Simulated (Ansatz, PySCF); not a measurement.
The pair A = H2S (SMILES S) (first 3 atoms), B = H4OSi (SMILES O[SiH3]); geometry from B3LYP-D3(BJ)/def2-TZVP.
(charge 0, multiplicity 1):
```xyz
9

S      0.459    -0.128    -0.029
H      0.271     0.595     1.090
H     -0.858    -0.216    -0.270
O     -0.073     0.989     3.255
Si    -0.355    -0.494     3.949
H      0.486     1.613     3.726
H      0.881    -1.308     4.010
H     -1.359    -1.149     3.091
H     -0.881    -0.333     5.327
```

Frozen-core correlation. CBS: X⁻³ extrapolation of the correlation energy, Hartree–Fock from the larger set. MP2 and its Hartree–Fock in aug-cc-pV(T+d)Z are density fitted.

The values were computed with Ansatz (Gaussian orbitals); PySCF for the dispersion terms. Each number belongs to the level named beside it.

The monomers are drawn apart, rigid, along the line of their centres of mass. Counterpoise-corrected interaction energies (kcal/mol):

```csv
level,R = 4.681 Å,R = 5.572 Å
PBE/def2-TZVPPD,-1.0284,-0.4207
PBE-D3(BJ)/def2-TZVPPD,-1.5184,-0.6065
wB97M-V/def2-TZVPPD,-1.2696,-0.5360
"MP2/CBS(aug-cc-pV(D+d)Z, aug-cc-pV(T+d)Z) + ΔCCSD(T)/aug-cc-pV(D+d)Z",-1.3242,-0.5387
```

**Question.** R is the distance of the centres of mass. Find the local exponent m of E ∝ R⁻ᵐ between the two points.

**Answer.** 
m = ln(E₁/E₂)/ln(R₂/R₁): PBE/def2-TZVPPD 5.1; PBE-D3(BJ)/def2-TZVPPD 5.3; wB97M-V/def2-TZVPPD 4.9; MP2/CBS(aug-cc-pV(D+d)Z, aug-cc-pV(T+d)Z) + ΔCCSD(T)/aug-cc-pV(D+d)Z 5.2. For scale, two fixed dipoles give m = 3, dipole and quadrupole 4, quadrupoles 5, and dispersion or dipole-induced dipole 6 at long range; at these distances several terms mix, and what is left of overlap and damping shifts m, so it need not match one of them.

Ansatz is a program for electronic structure.
